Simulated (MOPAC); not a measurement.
Job for MOPAC: PM3 on H2S2Se (SMILES S[Se]S), a point of a torsion scan.

```
PM3 1SCF PRECISE CHARGE=0 THREADS=1
H2S2Se

S      1.97551134 1    -0.00120629 1    -0.51426996 1
Se     0.38002037 1    -1.44637678 1    -0.95778614 1
S     -0.74711876 1    -0.49643918 1    -2.56296120 1
H      1.18264674 1     1.01553293 1    -0.16723492 1
H     -0.05223453 1    -0.96476427 1    -3.60429901 1
```

The log:

```
*******************************************************************************
 **                                                                           **
 **                              MOPAC v23.2.5                                **
 **                                                                           **
 *******************************************************************************
 ** MOPAC's Digital Object Identifier: https://doi.org/10.5281/zenodo.6511958 **
 **                                                                           **
 ** Please cite the open-source release paper for use of this MOPAC version:  **
 ** J. E. Moussa and J. J. P. Stewart (2026)                                  **
 ** MOPAC: An open-source semiempirical molecular orbital program             **
 ** J. Open Source Softw., 11(119), 8025, https://doi.org/10.21105/joss.08025 **
 *******************************************************************************

                              PM3 CALCULATION RESULTS

 *******************************************************************************
 *  PM3        - The PM3 Hamiltonian to be used
 *
 *
 *
 *                 CHARGE ON SYSTEM = 0
 *
 *
 *
 *  PRECISE    - TIGHTER CRITERIA TO BE USED
 *  1SCF       - DO 1 SCF AND THEN STOP
 *  THREADS=1  - MULTI-THREADING NOT USED
 *  T=         - A TIME OF 172800.0 SECONDS REQUESTED
 *  DUMP=N     - RESTART FILE WRITTEN EVERY 7200.0 SECONDS REQUESTED
 *******************************************************************************
PM3 1SCF PRECISE CHARGE=0 THREADS=1
 H2S2Se

   ATOM   CHEMICAL          X               Y               Z
  NUMBER   SYMBOL      (ANGSTROMS)     (ANGSTROMS)     (ANGSTROMS)

     1       S          1.97551134  *  -0.00120629  *  -0.51426996  *
     2      Se          0.38002037  *  -1.44637678  *  -0.95778614  *
     3       S         -0.74711876  *  -0.49643918  *  -2.56296120  *
     4       H          1.18264674  *   1.01553293  *  -0.16723492  *
     5       H         -0.05223453  *  -0.96476427  *  -3.60429901  *



          CARTESIAN COORDINATES

    NO.       ATOM           X           Y           Z

     1         S          1.9755     -0.0012     -0.5143
     2        Se          0.3800     -1.4464     -0.9578
     3         S         -0.7471     -0.4964     -2.5630
     4         H          1.1826      1.0155     -0.1672
     5         H         -0.0522     -0.9648     -3.6043

  H: (PM3): J. J. P. STEWART, J. COMP. CHEM. 10, 209 (1989).
  S: (PM3): J. J. P. STEWART, J. COMP. CHEM. 10, 209 (1989).
 Se: (PM3): J. J. P. STEWART, J. COMP. CHEM. 12, 320-341 (1991).

           Empirical Formula: H2 S2 Se  =     5 atoms



      MOLECULAR POINT GROUP   :   C1


      RHF CALCULATION, NO. OF DOUBLY OCCUPIED LEVELS = 10


 -------------------------------------------------------------------------------
 PM3 1SCF PRECISE CHARGE=0 THREADS=1
 H2S2Se



     1SCF WAS SPECIFIED, SO BFGS WAS NOT USED
     SCF FIELD WAS ACHIEVED


                              PM3 CALCULATION
                                                       MOPAC v23.2.5 Linux




          FINAL HEAT OF FORMATION =          3.83752 KCAL/MOL =      16.05618 KJ/MOL


          COSMO AREA              =        117.58 SQUARE ANGSTROMS
          COSMO VOLUME            =        106.88 CUBIC ANGSTROMS

          IONIZATION POTENTIAL    =          9.707891 EV
          HOMO LUMO ENERGIES (EV) =         -9.708 -3.464
          NO. OF FILLED LEVELS    =         10
          MOLECULAR WEIGHT        =        145.0958         POINT GROUP:  C1

          MOLECULAR DIMENSIONS (Angstroms)

            Atom       Atom       Distance
            H     5    H     4     4.15451
            S     3    S     1     2.08476
           Se     2    H     5     1.72275


          SCF CALCULATIONS        =          1





   ATOM   CHEMICAL          X               Y               Z
  NUMBER   SYMBOL      (ANGSTROMS)     (ANGSTROMS)     (ANGSTROMS)

     1       S          1.97551134  *  -0.00120629  *  -0.51426996  *
     2      Se          0.38002037  *  -1.44637678  *  -0.95778614  *
     3       S         -0.74711876  *  -0.49643918  *  -2.56296120  *
     4       H          1.18264674  *   1.01553293  *  -0.16723492  *
     5       H         -0.05223453  *  -0.96476427  *  -3.60429901  *

                             CARTESIAN COORDINATES

   1    S        1.975511340    -0.001206290    -0.514269960
   2   Se        0.380020370    -1.446376780    -0.957786140
   3    S       -0.747118760    -0.496439180    -2.562961200
   4    H        1.182646740     1.015532930    -0.167234920
   5    H       -0.052234530    -0.964764270    -3.604299010


           Empirical Formula: H2 S2 Se  =     5 atoms



      MOLECULAR POINT GROUP   :   C1


                  EIGENVALUES
 -27.92182 -26.91809 -18.54547 -16.31061 -13.99909 -13.37888 -12.83623 -10.44684
 -10.13805  -9.70789  -3.46353  -2.81974   0.19858   0.47908


              NET ATOMIC CHARGES AND DIPOLE CONTRIBUTIONS

  ATOM NO.   TYPE          CHARGE      No. of ELECS.   s-Pop       p-Pop
    1          S          -0.060939        6.0609     1.91446     4.14648
    2         Se           0.062294        5.9377     1.93302     4.00469
    3          S          -0.062907        6.0629     1.91657     4.14634
    4          H           0.035046        0.9650     0.96495
    5          H           0.026506        0.9735     0.97349
 DIPOLE           X         Y         Z       TOTAL
 POINT-CHG.    -0.046    -0.234     0.151     0.283
 HYBRID        -0.047     0.515    -0.752     0.913
 SUM           -0.093     0.281    -0.601     0.670


          ATOMIC ORBITAL ELECTRON POPULATIONS

     Atom    s        px        py        pz
    1  S   1.91446   1.17964   1.18465   1.78219
    2 Se   1.93302   1.38263   1.27081   1.35126
    3  S   1.91657   1.41405   1.64012   1.09217
    4  H   0.96495
    5  H   0.97349

 **********************
 *                    *
 * JOB ENDED NORMALLY *
 *                    *
 **********************




 == MOPAC DONE ==
```

The run finished.

Cost: about 0.020 core-seconds (a rough figure).
